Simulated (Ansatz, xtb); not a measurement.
## H4InNS: which of two structures lies lower

We compare I, `[NH2][InH][SH]`, a singlet, with II, a singlet given by its coordinates. Both are isolated molecules in the gas phase, relaxed with BLYP-D3(BJ)/def2-SVP; the shapes shown needn't be the lowest conformers.

I (Å):

```
atom    x (Å)    y (Å)    z (Å)
  In   1.4935  -0.4056   0.2716
   N   0.4906   1.2320  -0.4972
   S   0.0148  -2.2721   0.8753
   H  -0.4818   1.3554  -0.1892
   H   0.9689   2.1389  -0.4267
   H   3.2163  -0.5871   0.2781
   H  -1.1177  -1.5618   0.5989
```

II (Å):

```csv
atom,x (Å),y (Å),z (Å)
In,0.8184,-1.3161,0.1621
N,0.6335,1.0625,0.1012
S,-1.0714,0.3673,-0.0798
H,0.8791,1.6295,-0.7218
H,0.6915,1.6572,0.9391
H,1.4971,-1.7751,-1.3666
H,1.1376,-1.7213,1.8181
```

Close contacts (Å): In1–N2 2.39, In1–S3 2.54, N2–S3 1.85, In1–H6 1.73, In1–H7 1.73, N2–H4 1.03, N2–H5 1.03.

Quicker runs give these differences E(II) − E(I): GFN2-xTB +20.6 kcal/mol; HF/STO-3G +18.0 kcal/mol (at GFN2-xTB geometries); r2SCAN-D4/def2-SVP +27.3 kcal/mol (at GFN2-xTB geometries).

Question: Estimate E(II) − E(I) at the level CCSD(T)/def2-TZVP.

Answer: Calculated at CCSD(T)/def2-TZVP: E(II) − E(I) = +28.6 kcal/mol, so structure I lies lower.

The same difference at several levels:

```
               level              geometry  E(II) − E(I) (kcal/mol)  departure from the last row (kcal/mol)  job, with rough time for the two
            GFN2-xTB              GFN2-xTB                     +20.6                                    −7.9               optimisation, 1.6 s
           HF/STO-3G              GFN2-xTB                     +18.0                                   −10.6               single point, 3.8 s
  r2SCAN-D4/def2-SVP              GFN2-xTB                     +27.3                                    −1.3                 single point, 9 s
BLYP-D3(BJ)/def2-SVP  BLYP-D3(BJ)/def2-SVP                     +24.6                                    −4.0                optimisation, 61 s
        HF/def2-TZVP  BLYP-D3(BJ)/def2-SVP                     +30.8                                    +2.2           part of the CCSD(T) run
       MP2/def2-TZVP  BLYP-D3(BJ)/def2-SVP                     +30.6                                    +2.0           part of the CCSD(T) run
   CCSD(T)/def2-TZVP  BLYP-D3(BJ)/def2-SVP                     +28.6                                                     single point, 2.5 min
```

The levels shown agree on the order. The largest departure from CCSD(T)/def2-TZVP is that of HF/STO-3G, 10.6 kcal/mol.

With harmonic frequencies from BLYP-D3(BJ)/def2-SVP (ideal gas, rigid rotor, one conformer each, 298.15 K, 1 atm): the zero-point term adds +0.4 kcal/mol; ΔH is +28.4 and ΔG +29.6 kcal/mol.

The correlated steps freeze 10 core orbitals; the filled d shell of In is correlated, in a basis made for valence electrons. Atoms past krypton carry core potentials in the def2 sets, other sets are all-electron and non-relativistic, and no spin–orbit term is included. Mirror images aren't counted in ΔG. Run with Ansatz 0.2.0, xtb 6.7.1; the last row on 1 thread of Intel(R) Xeon(R) Processor @ 2.50GHz (Skylake/Cascade Lake) on a shared host.
